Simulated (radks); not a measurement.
Results of a calculation; reference values are marked as such.
Q: Species: Zn+. Configuration: [Ar] 3d10 4s1 (the NIST ground configuration). Level of theory: Dirac Kohn-Sham, PBE, spin-unpolarised, spherical densities, point nucleus (a radial shooting solver on a logarithmic mesh with Libxc functionals). Some entries of the table are withheld. Estimate them.

| orbital | occ. | eigenvalue (hartree) | r(max) (bohr) | <r> (bohr) |
|---|---|---|---|---|
| 1s1/2 | 2 | -350.3272 | 0.03291 | 0.05031 |
| 2s1/2 | 2 | (1) | 0.1893 | 0.2260 |
| 2p1/2 | 2 | -37.82243 | 0.1502 | 0.1959 |
| 2p3/2 | 4 | -36.94505 | 0.1530 | 0.1993 |
| 3s1/2 | 2 | -5.10308 | 0.5883 | 0.6812 |
| 3p1/2 | 2 | -3.49561 | 0.5871 | 0.7064 |
| 3p3/2 | 4 | -3.38318 | 0.5953 | 0.7172 |
| 3d3/2 | 4 | -0.73407 | (2) | 0.8924 |
| 3d5/2 | 6 | -0.72087 | (3) | 0.9000 |
| 4s1/2 | 1 | -0.51438 | 1.985 | 2.401 |
| 4p1/2 | 0 | -0.28885 | (4) | 3.128 |
| 4p3/2 | 0 | -0.28433 | (5) | 3.168 |

A: 
(1) 2s1/2 eigenvalue (hartree): -42.90179
(2) 3d3/2 r(max) (bohr): 0.5650
(3) 3d5/2 r(max) (bohr): 0.5680
(4) 4p1/2 r(max) (bohr): 2.524
(5) 4p3/2 r(max) (bohr): 2.561
